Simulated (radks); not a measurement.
Task: The mean radii <r> (bohr) of the occupied orbitals of an atom or ion are listed with their occupations. Calculated with a radial shooting solver on a logarithmic mesh with Libxc functionals: Dirac Kohn-Sham, LDA (Slater exchange, Perdew-Wang correlation), spin-unpolarised, spherical densities, point nucleus.

orbital  occ.      <r>
1s1/2       2  0.02002
2s1/2       2  0.08434
2p1/2       2  0.07010
2p3/2       4  0.07749
3s1/2       2   0.2207
3p1/2       2   0.2104
3p3/2       4   0.2243
3d3/2       4   0.1974
3d5/2       6   0.2017
4s1/2       2   0.4980
4p1/2       2   0.5063
4p3/2       4   0.5385
4d3/2       4   0.5653
4d5/2       6   0.5768
5s1/2       2    1.231
5p1/2       2    1.394
5p3/2       4    1.513
6s1/2       2    3.917
4f5/2       6   0.7986
4f7/2       7   0.8239

Name the element and its charge. Open shells, if any, fill j = l - 1/2 first.

Result: Z = 69, thulium, charge 0: Tm in [Xe] 4f13 6s2. The 1s radius gives Z: for a bare nucleus <r> = (2 gamma + 1)/(2Z) with gamma = sqrt(1 - (Z/c)^2), 0.01977 bohr for Z = 69, and screening makes it slightly larger (0.02002 here). The occupations add up to 69, and the charge is Z minus that.
